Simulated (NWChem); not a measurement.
System: GaH2, doublet; SMILES [GaH2]

Excerpt of the output:

```
             Northwest Computational Chemistry Package (NWChem) 7.3.0
             --------------------------------------------------------

 C2V symmetry detected

                             Geometry "geometry" -> ""
                             -------------------------

 Output coordinates in angstroms (scale by  1.889725989 to convert to a.u.)

  No.       Tag          Charge          X              Y              Z
 ---- ---------------- ---------- -------------- -------------- --------------
    1 Ga                  31.0000     0.00000000     0.00000000     0.04824115
    2 H                    1.0000     1.38244700     0.00000000    -0.74773785
    3 H                    1.0000    -1.38244700     0.00000000    -0.74773785

 Effective nuclear repulsion energy (a.u.)      20.7583916666

      Symmetry information
      --------------------

 Group name             C2v
 Group number             16
 Group order               4
 No. of unique centers     2

                                Z-matrix (autoz)
                                --------

 Units are Angstrom for bonds and degrees for angles

      Type          Name      I     J     K     L     M      Value
      ----------- --------  ----- ----- ----- ----- ----- ----------
    1 Stretch                  1     2                       1.59522
    2 Stretch                  1     3                       1.59522
    3 Bend                     2     1     3               120.13544

                           NWChem Geometry Optimization
                           ----------------------------

 maximum gradient threshold         (gmax) =   0.000450
 rms gradient threshold             (grms) =   0.000300
 maximum cartesian step threshold   (xmax) =   0.001800
 rms cartesian step threshold       (xrms) =   0.001200
 fixed trust radius                (trust) =   0.300000
 source of zmatrix                         =   autoz

          -------------------
          Energy Minimization
          -------------------

 Using diagonal initial Hessian
 Scaling for Hessian diagonals: bonds = 1.00  angles = 0.25  torsions = 0.10

          --------
          Step   0

                                 NWChem DFT Module
                                 -----------------

 Summary of "ao basis" -> "ao basis" (spherical)
 ------------------------------------------------------------------------------
       Tag                 Description            Shells   Functions and Types
 ---------------- ------------------------------  ------  ---------------------
 Ga                         def2-svp                12       32   5s4p3d
 H                          def2-svp                 3        5   2s1p

      Symmetry analysis of basis
      --------------------------

        a1         19
        a2          4
        b1         11
        b2          8

            General Information
            -------------------
          SCF calculation type: DFT
          Wavefunction type:  spin polarized.
          No. of atoms     :     3
          No. of electrons :    33
           Alpha electrons :    17
            Beta electrons :    16
          Charge           :     0
          Spin multiplicity:     2
          Use of symmetry is: on ; symmetry adaption is: on
          Maximum number of iterations: 150
          AO basis - number of functions:    42
                     number of shells:    18
          Convergence on energy requested:  1.00D-06
          Convergence on density requested:  1.00D-05
          Convergence on gradient requested:  5.00D-04

              XC Information
              --------------
                        Slater Exchange Functional  1.000 local
                      VWN V Correlation Functional  1.000 local

             Grid Information
             ----------------
          Grid used for XC integration:  medium
          Radial quadrature: Mura-Knowles
          Angular quadrature: Lebedev.
          Tag              B.-S. Rad. Rad. Pts. Rad. Cut. Ang. Pts.
          ---              ---------- --------- --------- ---------
          Ga                  1.30      112           7.0       590
          H                   0.35       45           8.0       434
          Grid pruning is: on
          Number of quadrature shells:   157
          Spatial weights used:  Erf1

      Superposition of Atomic Density Guess
      -------------------------------------

 Sum of atomic energies:       -1923.97441908

      Non-variational initial energy
      ------------------------------

 Total energy =   -1923.981230
 1-e energy   =   -2726.645968
 2-e energy   =     781.906346
 HOMO         =      -0.102663
 LUMO         =      -0.012380

   Symmetry analysis of molecular orbitals - initial alpha
   -------------------------------------------------------

  Numbering of irreducible representations:

     1 a1          2 a2          3 b1          4 b2

  Orbital symmetries:

     1 a1          2 a1          3 b1          4 a1          5 b2
     6 a1          7 b1          8 a1          9 b2         10 b1
    11 a1         12 a2         13 a1         14 b2         15 a1
    16 b1         17 a1         18 b2         19 a1         20 b1
    21 a1         22 b1         23 a1         24 b2         25 a2
    26 a1         27 b2

   Symmetry analysis of molecular orbitals - initial beta
   ------------------------------------------------------

  Numbering of irreducible representations:

     1 a1          2 a2          3 b1          4 b2

  Orbital symmetries:

     1 a1          2 a1          3 b1          4 a1          5 b2
     6 a1          7 b1          8 a1          9 b2         10 b1
    11 a1         12 a2         13 a1         14 b2         15 a1
    16 b1         17 a1         18 b2         19 a1         20 b1
    21 a1         22 b1         23 a1         24 b2         25 a2
    26 a1         27 b2

   convergence    iter        energy       DeltaE   RMS-Dens  Diis-err
 ---------------- ----- ----------------- --------- --------- ---------
 d= 0,ls=0.0,diis     1  -1922.6610151364 -1.94D+03  1.24D-02  5.20D-02
                                                     7.93D-03  4.64D-02
 d= 0,ls=0.0,diis     2  -1922.6766520236 -1.56D-02  2.38D-03  4.06D-02
                                                     2.34D-03  4.19D-02
 d= 0,ls=0.0,diis     3  -1922.6871592155 -1.05D-02  1.35D-03  2.55D-03
                                                     1.33D-03  2.31D-03
 d= 0,ls=0.0,diis     4  -1922.6875813683 -4.22D-04  6.28D-04  4.96D-04
                                                     5.95D-04  4.82D-04
 d= 0,ls=0.0,diis     5  -1922.6878326127 -2.51D-04  7.44D-05  4.11D-06
                                                     6.33D-05  4.28D-06
  Resetting Diis
 d= 0,ls=0.0,diis     6  -1922.6878373023 -4.69D-06  8.75D-06  5.40D-08
                                                     3.38D-06  1.64D-08
 d= 0,ls=0.0,diis     7  -1922.6878373393 -3.69D-08  1.71D-06  1.17D-09
                                                     1.34D-06  7.47D-10

         Total DFT energy =    -1922.687837339278
      One electron energy =    -2724.896834553992
           Coulomb energy =      854.071690712325
    Exchange-Corr. energy =      -72.621085164251
 Nuclear repulsion energy =       20.758391666639

 Numeric. integr. density =       33.000005311678

                  Occupations of the irreducible representations
                  ----------------------------------------------

                     irrep           alpha         beta
                     --------     --------     --------
                     a1                9.0          8.0
                     a2                1.0          1.0
                     b1                4.0          4.0
                     b2                3.0          3.0

                    DFT Final Alpha Molecular Orbital Analysis
                    ------------------------------------------

 Vector   15  Occ=1.000000D+00  E=-4.073719D-01  Symmetry=a1
              MO Center=  2.7D-16,  1.1D-15, -3.1D-01, r^2= 1.9D+00
   Bfn.  Coefficient  Atom+Function         Bfn.  Coefficient  Atom+Function
  ----- ------------  ---------------      ----- ------------  ---------------
     4      0.727011  1 Ga s                  3     -0.411621  1 Ga s
    33      0.202712  2 H  s                 38      0.202712  3 H  s
     5      0.104409  1 Ga s                  2      0.090306  1 Ga s
    34      0.072476  2 H  s                 39      0.072476  3 H  s
    22     -0.058591  1 Ga d  2              14     -0.056819  1 Ga pz

 Vector   16  Occ=1.000000D+00  E=-2.790051D-01  Symmetry=b1
              MO Center= -2.2D-15,  2.1D-16, -5.0D-01, r^2= 2.7D+00
   Bfn.  Coefficient  Atom+Function         Bfn.  Coefficient  Atom+Function
  ----- ------------  ---------------      ----- ------------  ---------------
    12      0.316030  1 Ga px                33      0.316779  2 H  s
    38     -0.316779  3 H  s                 34      0.214106  2 H  s
    39     -0.214106  3 H  s                  9     -0.181333  1 Ga px
    15      0.152775  1 Ga px                21     -0.102525  1 Ga d  1
     6      0.059446  1 Ga px

[...]

      ----------------------
      Optimization converged
      ----------------------

  Step       Energy      Delta E   Gmax     Grms     Xrms     Xmax
  ---- ---------------- -------- -------- -------- -------- --------
@    2   -1922.68784799 -2.8D-07  0.00006  0.00004  0.00030  0.00073
                                     ok       ok       ok       ok

                                Z-matrix (autoz)
                                --------

 Units are Angstrom for bonds and degrees for angles

      Type          Name      I     J     K     L     M      Value     Gradient
      ----------- --------  ----- ----- ----- ----- ----- ---------- ----------
    1 Stretch                  1     2                       1.59999   -0.00003
    2 Stretch                  1     3                       1.59999   -0.00003
    3 Bend                     2     1     3               120.37028    0.00006

                         Geometry "geometry" -> "geometry"
                         ---------------------------------

 Output coordinates in angstroms (scale by  1.889725989 to convert to a.u.)

  No.       Tag          Charge          X              Y              Z
 ---- ---------------- ---------- -------------- -------------- --------------
    1 Ga                  31.0000     0.00000000     0.00000000     0.04793071
    2 H                    1.0000     1.38820961     0.00000000    -0.74758263
    3 H                    1.0000    -1.38820961     0.00000000    -0.74758263

 Effective nuclear repulsion energy (a.u.)      20.6963460182

      Symmetry information
      --------------------

 Group name             C2v
 Group number             16
 Group order               4
 No. of unique centers     2

                Final and change from initial internal coordinates
                --------------------------------------------------

                                Z-matrix (autoz)
                                --------

 Units are Angstrom for bonds and degrees for angles

      Type          Name      I     J     K     L     M      Value       Change
      ----------- --------  ----- ----- ----- ----- ----- ---------- ----------
    1 Stretch                  1     2                       1.59999    0.00476
    2 Stretch                  1     3                       1.59999    0.00476
    3 Bend                     2     1     3               120.37028    0.23484

 ==============================================================================
                                internuclear distances
 ------------------------------------------------------------------------------
       center one      |      center two      | atomic units |  angstroms
 ------------------------------------------------------------------------------
    2 H                |   1 Ga               |     3.02354  |     1.59999
    3 H                |   1 Ga               |     3.02354  |     1.59999
 ------------------------------------------------------------------------------
                         number of included internuclear distances:          2
 ==============================================================================

[second-derivative integrals and response iterations left out]

  Vibrational analysis via the FX method

  See chapter 2 in "Molecular Vibrations" by Wilson, Decius and Cross

  Vib: Default input used

 ---------------------------- Atom information ----------------------------
     atom    #        X              Y              Z            mass
 --------------------------------------------------------------------------
    Ga       1  0.0000000D+00  0.0000000D+00  9.0575914D-02  6.8925700D+01
    H        2  2.6233358D+00  0.0000000D+00 -1.4127263D+00  1.0078250D+00
    H        3 -2.6233358D+00  0.0000000D+00 -1.4127263D+00  1.0078250D+00
 --------------------------------------------------------------------------

[unprojected Hessian and modes left out]

        Vibrational analysis via the FX method
  --- with translations and rotations projected out ---
  --- via the Eckart algorithm                      ---
 Projected Nuclear Hessian trans-rot subspace norm:3.0995D-34
                         (should be close to zero!)

[projected Hessian left out]

 Rotational Constants
 --------------------
 A=  13.602173 cm-1  ( 19.570055 K)
 B=   4.339852 cm-1  (  6.243939 K)
 C=   3.290120 cm-1  (  4.733643 K)

 Temperature                      =   298.15K
 frequency scaling parameter      =   1.0000

 Zero-Point correction to Energy  =    6.111 kcal/mol  (  0.009739 au)
 Thermal correction to Energy     =    7.959 kcal/mol  (  0.012683 au)
 Thermal correction to Enthalpy   =    8.551 kcal/mol  (  0.013626 au)

 Total Entropy                    =   52.380 cal/mol-K
   - Translational                =   38.677 cal/mol-K (mol. weight =  70.9413)
   - Rotational                   =   13.399 cal/mol-K (symmetry #  =        2)
   - Vibrational                  =    0.304 cal/mol-K

 Cv (constant volume heat capacity) =    6.827 cal/mol-K
   - Translational                  =    2.979 cal/mol-K
   - Rotational                     =    2.979 cal/mol-K
   - Vibrational                    =    0.868 cal/mol-K

[normal modes left out]

 ----------------------------------------------------------------------------
 Normal Eigenvalue ||           Projected Infra Red Intensities
  Mode   [cm**-1]  || [atomic units] [(debye/angs)**2] [(KM/mol)] [arbitrary]
 ------ ---------- || -------------- ----------------- ---------- -----------
    1       -0.000 ||    0.000001           0.000         0.001       0.000
    2       -0.000 ||    0.000000           0.000         0.000       0.000
    3        0.000 ||    0.000004           0.000         0.004       0.001
    4        0.000 ||    0.000066           0.002         0.064       0.013
    5        0.000 ||    0.000066           0.002         0.064       0.013
    6        0.000 ||    0.000032           0.001         0.031       0.006
    7      708.064 ||    0.093698           2.162        91.341      18.389
    8     1743.199 ||    0.068486           1.580        66.763      13.441
    9     1825.705 ||    0.296228           6.834       288.778      58.137
 ----------------------------------------------------------------------------
```

Level: LDA (Slater exchange, VWN5)/def2-SVP, spin-unrestricted. In the optimisation the excess spin sits in a1 (C2v, its own frame). The spin multiplicity was typed, not searched, and may not be the lowest. No stability test was run on the SCF state.

**Question.** Reconstruct the input file.

**Answer.** One answer among several that fit: the input that was run:
```
start job
memory heap 200 mb stack 900 mb global 1100 mb
geometry units angstroms
  Ga     0.000000     0.000000    -0.107027
  H      1.382447     0.000000    -0.903006
  H     -1.382447     0.000000    -0.903006
end
basis spherical
  Ga library def2-svp
  H library def2-svp
end
dft
  odft
  mult 2
  xc slater vwn_5
  iterations 150
end
driver
  maxiter 120
end
task dft optimize
task dft freq
```
